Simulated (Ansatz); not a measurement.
Reaction (redistribution): `[OH][Zr]([OH])([F])[F]` + `B[SiH](N)F` → `[NH2][Zr]([OH])([F])[F]` + `B[SiH](O)F`

Gas-phase electronic energies from Ansatz, PBE0-D4/def2-TZVP geometries. CBS: MP2 limit from def2 TZ/QZ plus the TZ coupled-cluster correction, frozen cores. Functionals use def2-TZVPP. Elements past krypton have def2 core potentials. For Zr outer-core shells are correlated without core-valence functions, which leaves a few kJ/mol of doubt a bond. Each species was taken in one conformer, which may not be the lowest.

**Question.** Is it downhill or uphill in electronic energy at CCSD(T)/CBS, and by how much? (Best estimate.)

**Answer.** The calculation gave: Uphill: ΔE = +7.9 kcal/mol.

**Question.** What do these levels give: LDA (SPW92), r2SCANh-D4, B2PLYP, PBE-QIDH, PBE0, r2SCANh, RPA@PBE/def2-TZVPP, HF/def2-SVP, CCSD/def2-SVP, CCSD(T)/def2-SVP, HF/def2-QZVPP, MP2/def2-QZVPP? (Estimate.)

**Answer.** Computed: LDA (SPW92) 9.3, r2SCANh-D4 8.0, B2PLYP 7.9, PBE-QIDH 8.2, PBE0 8.2, r2SCANh 8.0, RPA@PBE/def2-TZVPP 6.4, HF/def2-SVP 11.0, CCSD/def2-SVP 11.0, CCSD(T)/def2-SVP 11.0, HF/def2-QZVPP 7.8, MP2/def2-QZVPP 8.1 kcal/mol.

Largest T1 diagnostic among the species: 0.017.

At CCSD(T), def2-SVP lies +3.1 kcal/mol from the extrapolated value and def2-TZVPP −0.4 kcal/mol. Leaving LDA and LC-ωPBE aside and taking each functional with its dispersion term where it has one, the values, not all of them listed here, spread over 0.8 kcal/mol, from B2PLYP to CAM-B3LYP-D4. LDA lies +1.2 kcal/mol from PBE without D4.
